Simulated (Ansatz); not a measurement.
`[AlH2][CH2][GeH3]` + `N[SiH2][SiH3]` → `[AlH2][NH][SiH2][SiH3]` + `[CH3][GeH3]`  (ligand exchange at the Al–C bond)

Calculated with Ansatz (gas phase, PBE0-D4/def2-TZVP geometries, no zero-point term in ΔE). CBS: MP2 limit from def2 TZ/QZ plus the TZ coupled-cluster correction, frozen cores. This one scheme is used for every species. DFT in def2-TZVPP. B3LYP here is the variant with VWN-RPA as its local correlation; programs differ in this. For Ge outer-core shells are correlated without core-valence functions, which leaves a few kJ/mol of doubt a bond. Scalar relativity is left out up to krypton. Each species was taken in one conformer, which may not be the lowest.

`[AlH2][CH2][GeH3]`:

Cartesian coordinates in Å:
```
Al 0.036 0.493 1.757
C 0.136 0.796 -0.160
Ge -0.106 -0.832 -1.222
H -1.363 0.581 2.503
H 1.349 0.123 2.571
H 1.110 1.208 -0.442
H -0.639 1.497 -0.486
H -1.478 -1.467 -0.921
H 0.982 -1.865 -0.870
H -0.027 -0.534 -2.730
```

`N[SiH2][SiH3]`:

Z-matrix (Å, degrees):
```
Si
Si 1 2.341
N 1 1.724 2 108.6
H 1 1.497 2 108.1 3 -126.1
H 1 1.488 2 110.7 3 117.7
H 2 1.489 1 110.3 3 173.7
H 2 1.491 1 110.1 3 54.6
H 2 1.488 1 111.4 3 -65.4
H 3 1.008 1 119.6 2 167.4
H 3 1.007 1 119.6 2 -50.6
```

`[AlH2][NH][SiH2][SiH3]`:

```xyz
12

Al    0.008    2.642    0.050
N    -0.402    0.990    0.580
Si   -0.763   -0.410   -0.373
Si    0.753   -2.154    0.027
H     0.038    2.934   -1.503
H     0.320    3.712    1.174
H    -0.409    0.830    1.580
H    -0.688    0.004   -1.801
H    -2.142   -0.922   -0.116
H     0.386   -3.379   -0.737
H     0.765   -2.498    1.477
H     2.134   -1.750   -0.358
```

`[CH3][GeH3]`:

Z-matrix (Å, degrees):
```
C
Ge 1 1.953
H 1 1.091 2 110.3
H 1 1.090 2 110.3 3 120.0
H 1 1.090 2 110.3 3 -120.0
H 2 1.539 1 110.4 3 -59.8
H 2 1.539 1 110.4 3 60.2
H 2 1.539 1 110.4 3 -179.8
```

```
             level  ΔE (eV)
           PBE0-D4    -1.02
             B3LYP    -1.08
SCS-MP2/def2-TZVPP    -1.11
      HF/CBS(def2)    -1.12
```

(1) What does CCSD(T)/CBS give? (Estimate.)

Largest T1 diagnostic among the species: 0.013.

Answers

(1) The calculation gave: -1.06 eV. The listed levels differ from it by 0.04, -0.02, -0.05, -0.06 eV.
